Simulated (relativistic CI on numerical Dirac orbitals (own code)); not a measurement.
# Tl10+: q coefficients and field-shift factors

Calculated at this level of theory: Dirac-Coulomb-Breit CI, KLI orbitals optimised for each configuration, derivatives by finite differences, unscaled Slater integrals, QED left out (own radial code, finite nucleus).

Configurations in the expansion (outside the closed core [Kr] 4d10 4f14 5s2): 5p6 5d3, 5p6 5d2 6s, 5p6 5d2 5f, 5p5 5d4, 5p6 5d 6s2, 5p6 5d2 6p, 5p6 5d 5f2, 5p6 5d 6s 6p. Levels of other configurations are missing.

With x = (α/α₀)² − 1 an excitation energy changes as ω = ω₀ + qx; K = 2q/ω₀ is the relative enhancement. Terms are leading LS components, so labels can repeat. The field-shift factor is F = δν/δ⟨r²⟩ for the transition from the lowest level.

Lowest level 5p6 5d3 4F_3/2.

| Level | ω₀ (cm⁻¹) | q (cm⁻¹) | K | F (GHz/fm²) |
| --- | --- | --- | --- | --- |
| 5p6 5d3 4F_5/2 | 16544 | 21500 | 2.6 | 1.56 |
| 5p6 5d3 4F_7/2 | 26710 | 26810 | 2.01 | 2.16 |
| 5p6 5d3 4P_3/2 | 27547 | 16830 | 1.22 | 2.13 |
| 5p6 5d3 2G_9/2 | 31211 | 23770 | 1.52 | 2.07 |
| 5p6 5d3 4P_1/2 | 32408 | 19800 | 1.22 | 2.41 |
| 5p6 5d3 2G_7/2 | 48169 | 39260 | 1.63 | 3.57 |
| 5p6 5d3 4P_5/2 | 49334 | 33700 | 1.37 | 3.04 |
| 5p6 5d3 2H_9/2 | 50963 | 43440 | 1.7 | 3.62 |
| 5p6 5d3 2D_3/2 | 56899 | 42840 | 1.51 | 4.19 |
| 5p6 5d3 2P_1/2 | 59679 | 43270 | 1.45 | 5.47 |
| 5p6 5d3 2H_11/2 | 64713 | 44380 | 1.37 | 3.94 |
| 5p6 5d3 2D_5/2 | 68795 | 44730 | 1.3 | 4.63 |
| 5p6 5d3 2F_5/2 | 73185 | 36220 | 0.99 | 4.28 |

At this charge energies of transitions that change n are usually good to better than 1 %, and those within a shell (Δn = 0) to a few per cent. Terms inside the open d or f shell come out 10 to 20 % too wide with unscaled integrals. Levels and lines within the n = 5 or 6 shells can be off by up to 10 % or somewhat more, and those that change n by about 2 %, since core polarisation is missing.
